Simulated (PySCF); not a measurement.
WOBr4, SMILES [Br][W](=[O])([Br])([Br])[Br], multiplicity 1.

The structure is a stationary point at PBE0-D3(BJ)/def2-SVP. The spin state was assumed, not searched. The def2 effective core potentials stand for the cores of W; spin–orbit coupling is left out.

The numbers are results of TDA-LC-ωPBE/def2-SVPD in PySCF, not measurements.

Vertical excitations; the highest root listed may be one member of a degenerate set. The molecule is in vacuum. State labels are in the subgroup Cs.

| state | symmetry | energy (eV) | λ (nm) | f | main pairs |
|---|---|---|---|---|---|
| S1 | A" | 3.04 | 408 | 0.000 | HOMO→LUMO+1 48 %, HOMO−1→LUMO 48 % |
| S2 | A" | 3.14 | 395 | 0.001 | HOMO−1→LUMO, HOMO→LUMO+1 (degenerate set) |
| S3 | A' | 3.14 | 395 | 0.001 | HOMO→LUMO, HOMO−1→LUMO+1 (degenerate set) |
| S4 | A' | 3.47 | 357 | 0.000 | HOMO−2→LUMO (degenerate set) |
| S5 | A" | 3.47 | 357 | 0.000 | HOMO−2→LUMO+1 (degenerate set) |
| S6 | A' | 3.57 | 347 | 0.031 | HOMO−1→LUMO+1 44 %, HOMO→LUMO 44 % |
| T1 | A' | 2.91 | 426 | 0 | HOMO→LUMO 47 %, HOMO−1→LUMO+1 46 % |
| T2 | A" | 2.94 | 422 | 0 | HOMO→LUMO+1 46 %, HOMO−1→LUMO 46 % |
Triplets are in the Tamm–Dancoff approximation.
